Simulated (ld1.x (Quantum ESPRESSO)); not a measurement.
**An all-electron radial function and its pseudo partner (Si)**

Columns: radius, all-electron u(r) and pseudo u(r) of the 3p shell (level -4.17 eV) of silicon in the configuration [Ne] 3s2 3p2; LDA (PZ), scalar-relativistic, PAW scheme, ld1.x (Quantum ESPRESSO) 7.5.

| r (bohr) | all-electron | pseudo |
| --- | --- | --- |
| 0.120 | 0.1305 | -0.0071 |
| 0.240 | 0.2447 | -0.0280 |
| 0.360 | 0.2579 | -0.0615 |
| 0.480 | 0.2001 | -0.1057 |
| 0.600 | 0.1057 | -0.1584 |
| 0.720 | -0.0026 | -0.2167 |
| 0.840 | -0.1111 | -0.2777 |
| 0.960 | -0.2124 | -0.3386 |
| 1.080 | -0.3027 | -0.3969 |
| 1.200 | -0.3806 | -0.4503 |
| 1.320 | -0.4459 | -0.4972 |
| 1.440 | -0.4991 | -0.5365 |
| 1.560 | -0.5411 | -0.5679 |
| 1.680 | -0.5728 | -0.5914 |
| 1.800 | -0.5954 | -0.6076 |
| 1.920 | -0.6101 | -0.6173 |
| 2.040 | -0.6179 | -0.6215 |
| 2.160 | -0.6200 | -0.6213 |
| 2.280 | -0.6171 | -0.6174 |
| 2.400 | -0.6102 | -0.6102 |
| 2.520 | -0.6000 | -0.6000 |
| 2.640 | -0.5871 | -0.5871 |
| 2.760 | -0.5722 | -0.5722 |
| 2.880 | -0.5556 | -0.5556 |
| 3.000 | -0.5378 | -0.5378 |
| 3.120 | -0.5191 | -0.5191 |

(1) How many radial nodes do the two functions have?

(2) At about which radius was the pseudo-wave matched?

(3) Is the pseudo-wave norm-conserving?

Answers

(1) The all-electron 3p function has n − l − 1 = 1; the pseudo-wave has 0, since the states of the same l below it are removed with the core.

(2) 2.40 bohr, where the columns begin to agree (steps of 0.12 bohr).

(3) No, it belongs to a PAW set: the norm inside the radius is not constrained, and the difference is carried by the augmentation charge.
